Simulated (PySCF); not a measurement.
diindium oxide (In2O), SMILES [O]([In])[In] (connectivity only; charge and spin as stated), neutral, multiplicity 1. Atoms are numbered in the order given.

```xyz
3

In     0.0000     0.0000    -2.0164
O      0.0000     0.0000     0.0000
In     0.0000     0.0000     2.0164
```
Charge 0, spin multiplicity 1.

Geometry optimised at B3LYP-D3(BJ)/def2-TZVP. The def2 effective core potentials stand for the cores of In; spin–orbit coupling is left out.

Method: PySCF 2.14.0 with TDA-CAM-B3LYP/def2-SVPD.

Vertical excitations; the highest root listed may be one member of a degenerate set.  State labels are in the subgroup D2h.

```
state  symmetry  energy (eV)  λ (nm)      f                                     main pairs
-----  --------  -----------  ------  -----  ---------------------------------------------
S1          B3u         4.27     290  0.242                     HOMO→LUMO (degenerate set)
S2          B2u         4.27     290  0.242                   HOMO→LUMO+1 (degenerate set)
S3          B2g         4.44     279  0.000                   HOMO→LUMO+3 (degenerate set)
S4          B3g         4.44     279  0.000                   HOMO→LUMO+2 (degenerate set)
S5           Au         5.24     237  0.000           HOMO−1→LUMO+1 49 %, HOMO−2→LUMO 49 %
S6           Au         5.24     237  0.000    HOMO−2→LUMO, HOMO−1→LUMO+1 (degenerate set)
S7          B1u         5.24     237  0.000    HOMO−1→LUMO, HOMO−2→LUMO+1 (degenerate set)
S8          B1g         5.28     235  0.000         HOMO−1→LUMO+2 49 %, HOMO−2→LUMO+3 49 %
S9          B1g         5.44     228  0.000  HOMO−2→LUMO+3, HOMO−1→LUMO+2 (degenerate set)
S10          Ag         5.44     228  0.000  HOMO−1→LUMO+3, HOMO−2→LUMO+2 (degenerate set)
T1          B2u         3.24     383      0                   HOMO→LUMO+1 (degenerate set)
T2          B3u         3.24     383      0                     HOMO→LUMO (degenerate set)
T3          B3g         3.43     362      0    HOMO→LUMO+2, HOMO−3→LUMO+1 (degenerate set)
T4          B2g         3.43     362      0      HOMO→LUMO+3, HOMO−3→LUMO (degenerate set)
```
Triplets are in the Tamm–Dancoff approximation.
